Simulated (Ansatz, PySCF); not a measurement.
C4H4BFO, SMILES C#CB(F)C(C)=O. Atoms are numbered in the order given.

```xyz
11

C     -2.6326    -0.9257     0.4046
C     -1.6312    -0.2335     0.3625
B     -0.3300     0.5544     0.2983
F     -0.2441     1.7660     0.8365
C      0.9345    -0.0133    -0.4955
C      2.0224    -0.8498     0.1251
O      0.9292     0.3004    -1.6759
H     -3.5236    -1.5263     0.4438
H      2.5052    -0.2883     0.9435
H      2.7690    -1.1286    -0.6326
H      1.5816    -1.7548     0.5774
```
Charge 0, spin multiplicity 1.

Geometry: B3LYP-D3(BJ)/def2-SVP. This is a generated structure with no PubChem entry under its InChIKey; it may be hypothetical. One conformer was computed; it need not be the lowest.

Two levels are set side by side: PBE-D3(BJ)/def2-SVP (Ansatz, an electronic-structure program) and B3LYP-D3(BJ)/def2-SVP (Ansatz). Each level has its own optimised geometry; the coordinates shown are those of the second. Frequencies come from the Hessian of PySCF at each geometry. Differences are taken from unrounded values.

| quantity | B3LYP-D3(BJ) |
|---|---|
| mean bond length (Å) | 1.278 |
| bond C1–C2 (Å) | 1.218 |
| bond C2–B3 (Å) | 1.523 |
| bond B3–F4 (Å) | 1.329 |
| bond B3–C5 (Å) | 1.597 |
| bond C5–C6 (Å) | 1.506 |
| bond C5–O7 (Å) | 1.221 |
| bond C1–H8 (Å) | 1.075 |
| bond C6–H9 (Å) | 1.104 |
| bond C6–H10 (Å) | 1.100 |
| bond C6–H11 (Å) | 1.104 |
| highest harmonic wavenumber (cm⁻¹) | 3456 |
| mean harmonic wavenumber (cm⁻¹) | 1171 |
| zero-point energy (kcal/mol) | 45.19 |

Q: What does PBE-D3(BJ) give, and how far is it from B3LYP-D3(BJ)? (An estimate is asked for; the answer gives what the named calculation found.)

A: 
```
quantity                            PBE-D3(BJ)  PBE-D3(BJ) minus B3LYP-D3(BJ)
----------------------------------  ----------  -----------------------------
mean bond length (Å)                     1.284                          0.006
bond C1–C2 (Å)                           1.230                          0.012
bond C2–B3 (Å)                           1.525                          0.002
bond B3–F4 (Å)                           1.340                          0.012
bond B3–C5 (Å)                           1.595                         -0.002
bond C5–C6 (Å)                           1.502                         -0.004
bond C5–O7 (Å)                           1.235                          0.013
bond C1–H8 (Å)                           1.083                          0.007
bond C6–H9 (Å)                           1.111                          0.007
bond C6–H10 (Å)                          1.107                          0.008
bond C6–H11 (Å)                          1.111                          0.007
highest harmonic wavenumber (cm⁻¹)        3391                            -65
mean harmonic wavenumber (cm⁻¹)           1137                            -34
zero-point energy (kcal/mol)             43.88                          -1.31
```

GGA bonds tend to be longer and softer than those of functionals with exact exchange. Differences between two approximate levels are no errors against the true value.
